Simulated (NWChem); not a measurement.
Molecule: CH₇ClOSi₂; SMILES C([SiH2][SiH2]Cl)O

```xyz
12

O      1.0691    -2.5520     0.1854
C     -0.2369    -2.4921    -0.3606
Si    -1.0510    -0.8270     0.0976
Si     0.6755     0.7395    -0.1515
Cl    -0.1275     2.6624    -0.0612
H      0.9964    -2.6171     1.1437
H     -0.1248    -2.5377    -1.4563
H     -0.8551    -3.3673    -0.0817
H     -2.2368    -0.5035    -0.7543
H     -1.4795    -0.8452     1.5337
H      1.3583     0.5849    -1.4689
H      1.6868     0.6257     0.9385
```
Atoms are numbered in this order, from 1.

Results from NWChem. Coordinates come from a PBE0/def2-SVP optimisation. Solvent water, SMD (1 M gas to 1 M solution), gas-phase geometry. Reactions with the solvent are ignored.

Taking M06-2X/def2-TZVP as the yardstick, which of these has the fewest basis functions while keeping “solvation free energy (kcal/mol)” within 0.3 kcal/mol of it: M06-2X/def2-SVP; M06-2X/STO-3G; M06-2X/def2-SVPD?

M06-2X/def2-SVP.
```csv
level,basis functions,solvation free energy (kcal/mol),relative time (rough)
M06-2X/STO-3G,44,-2.3,1
M06-2X/def2-SVP,117,-3.4,3
M06-2X/def2-SVPD,174,-3.5,5
M06-2X/def2-TZVP,215,-3.6,8
```

The yardstick is one finite set, not the basis-set limit.
